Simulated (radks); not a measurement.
Valence configurations of Te2+ (all share [Kr]). Calculated with a radial shooting solver on a logarithmic mesh with Libxc functionals: scalar-relativistic Kohn-Sham, PBEsol, spin-polarised, spherical densities, finite nucleus; open shells are filled with parallel spins first (spin-orbit coupling, left out, can overturn this in heavy ions); Fermi nuclear charge, rms radius 4.7423 fm. Energies are relative to 4d10 5s2 5p2; eigenvalues in eV for spin up.

\begin{tabular}{lrrrrr}
valence & E (eV) & moment (Bohr magnetons) & e(4d) & e(5p) & e(5s) \\ \hline
4d10 5s2 5p2 & 0.000 & 2 & -60.995 & -23.103 & -33.504 \\
4d10 5s1.5 5p2.5 & 4.119 & 3 & -61.661 & -23.685 & -34.186 \\
4d10 5s1 5p3 & 7.826 & 4 & -62.285 & -24.204 & -34.810 \\
4d10 5s0.5 5p3.5 & 14.732 & 3 & -63.000 & -24.318 & -34.961 \\
4d10 5p4 & 21.190 & 2 & -63.662 & -24.359 & - \\
4d9 5s2 5p3 & 39.636 & 4 & -68.231 & -25.174 & -36.307 \\
4d9 5s1 5p4 & 50.810 & 4 & -69.580 & -25.787 & -37.113 \\
4d9 5p5 & 63.982 & 2 & -70.790 & -25.791 & - \\
4d8 5s2 5p4 & 86.055 & 4 & -75.539 & -26.669 & -38.520 \\
\end{tabular}

NIST lists [Kr] 4d10 5s2 5p2 as the ground configuration; this level of theory agrees among the configurations tried. The energies are those of spherical high-spin densities, not of single terms.
